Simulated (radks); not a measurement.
Question: These are the eigenvalues of the occupied orbitals of an atom or ion with whole-number occupations (Ry). Method: scalar-relativistic Kohn-Sham, PBE, spin-polarised, spherical densities, finite nucleus; Fermi nuclear charge, rms radius of each element as measured or else 0.836 A^(1/3) + 0.57 fm; computed with a radial shooting solver on a logarithmic mesh with Libxc functionals.

1s up: -2821.498
1s down: -2818.757
2s up: -651.5979
2s down: -646.8971
2p up: -618.2486

Which element is it, and in what charge state? The configuration may be excited. Open shells, if any, are filled with parallel spins first.

Answer: Z = 54, xenon, charge +47: Xe47+ in [He] 2s2 2p3. The list shows which subshells hold electrons but not how many an open one holds; the 1s level, -1410.7 hartree, gives Z - s = 53.1 by -(Z - s)^2/2, which with screening and relativity narrows Z to a few neighbours, and the depths of the outer levels then fix element, charge and occupations together.
